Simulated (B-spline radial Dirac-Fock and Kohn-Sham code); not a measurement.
**Anomalous scattering factors of Co, 523.3 eV to 5.625 keV**

These are calculated numbers from a radial atomic solver; the model is the dispersion relation over Dirac-Hartree-Slater subshell photoionisation cross sections, with the Kissel-Pratt high-energy constant (isolated atom, no bound-bound lines or fine structure). The forward scattering factor is f₀ + f′ + i f″.

Input file task.json (cfg lists n, l and occupation; rrms is the nuclear radius in fm):

```json
{"items": [{
  "Z": 27,
  "q": 0,
  "cfg": [[1, 0, 2], [2, 0, 2], [2, 1, 6], [3, 0, 2], [3, 1, 6], [3, 2, 7], [4, 0, 2]],
  "A": 59,
  "rrms": 3.7875,
  "do": "dispersion",
  "hv": [523.3, 959.1, 1000.0, 1146.0, 1253.6, 1486.9, 1511.0, 1534.0, 1702.0, 1913.0, 2000.0, 2572.0, 2585.0, 2779.0, 2984.4, 3742.0, 3755.0, 4000.0, 4510.9, 4932.0, 5414.7, 5533.0, 5625.0, 6000.0, 6403.9, 6715.0, 6930.3, 7675.0, 8047.8, 9251.7, 12000.0, 12350.0, 13230.0, 15000.0, 16190.0, 17479.3, 21550.0, 22162.9, 24209.8, 25090.0, 30000.0, 33880.0, 40000.0, 51240.0],
  "edges": {"K": 7709.0, "L1": 925.1, "L2": 793.2, "L3": 778.1, "M1": 101.0}
}]}
```

Command: `python xray2_run.py task.json out`

Edges near this range: L1 925.1 eV, L2 793.2 eV, L3 778.1 eV.

```
hν (eV)  λ (Å)  f′ (e)  f″ (e)  tabulated f′  tabulated f″
  523.3  23.69  -9.856   3.387             –          2.91
  959.1  12.93  -7.562  13.948             –         13.99
   1000  12.40  -6.116  13.265         -5.70         13.28
   1146  10.82  -3.292  11.100         -3.02         11.03
 1253.6  9.890  -2.181   9.817         -1.91          9.73
 1486.9  8.338       ?       ?             ?             ?
   1511  8.205  -0.838   7.505         -0.64          7.33
   1534  8.082  -0.769   7.339         -0.57          7.15
   1702  7.285  -0.406   6.279         -0.22          6.06
   1913  6.481  -0.179   5.246         -0.02          5.03
   2000  6.199  -0.129   4.894          0.01          4.69
   2572  4.821  -0.103   3.268         -0.01          3.15
   2585  4.796  -0.106   3.241         -0.02          3.12
   2779  4.461  -0.153   2.877         -0.07          2.79
 2984.4  4.154  -0.214   2.557         -0.14          2.50
   3742  3.313  -0.470   1.748         -0.42          1.67
   3755  3.302  -0.474   1.737         -0.43          1.66
   4000  3.100  -0.559   1.559         -0.52          1.48
 4510.9  2.749  -0.738   1.267         -0.71          1.19
   4932  2.514  -0.890   1.084         -0.87          1.01
 5414.7  2.290  -1.078   0.919         -1.06          0.85
   5533  2.241  -1.127   0.885         -1.11          0.82
   5625  2.204  -1.167   0.859         -1.15          0.80
```

Q: What are f′ and f″ at Al Kα (taken as 1486.9 eV)?

A: f′ = -0.916 and f″ = 7.686 electrons (tables: -0.72 and 7.51). By the optical theorem f″ corresponds to a photoabsorption cross section 2 rₑ λ f″ = 361000 b.

Tabulated f′: xraylib 4.2 anomalous scattering factors (Cullen et al., EPDL97); f″: Chantler's tables (J. Phys. Chem. Ref. Data 1995 and 2000). Both are theoretical tables.
